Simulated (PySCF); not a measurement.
Molecule: `c1c(N)ccc(O)c1`, C₆H₇NO.

Mapped SMILES: `[NH2:1][c:2]1[cH:3][cH:4][c:5]([OH:6])[cH:7][cH:8]1` (H(Xn): hydrogen on atom n).

Geometry PBE0-D3(BJ)/def2-SVP throughout; GIAO in PySCF 2.14.0 with density-fitted response routines, gas phase, one conformer, non-relativistic; equivalent atoms averaged; basis pcSseg-1.

For orientation, BLYP gives these absolute shieldings σ: N1 182.7, C5 21.5, C4/C7 59.1, C3/C8 59.8, O6 207.3, H(C4)/H(C7) 25.11, H(C3)/H(C8) 25.20, H(O6) 28.31, H(N1) 28.74 ppm.

A run gave: N1 194.6, C5 30.9, C4/C7 65.6, C3/C8 66.3, O6 223.4, H(C4)/H(C7) 24.70, H(C3)/H(C8) 24.81, H(O6) 28.06, H(N1) 28.56 ppm (absolute shieldings σ).

Q: Which functional was used in that run?
A. LC-wPBE
B. LDA
C. PBE
D. PBE0
E. CAM-B3LYP

A: D. O6 tells them apart best: PBE0 gives 223.4, LDA gives 210.8, PBE gives 209.2, CAM-B3LYP gives 229.7, LC-wPBE gives 238.1 ppm.
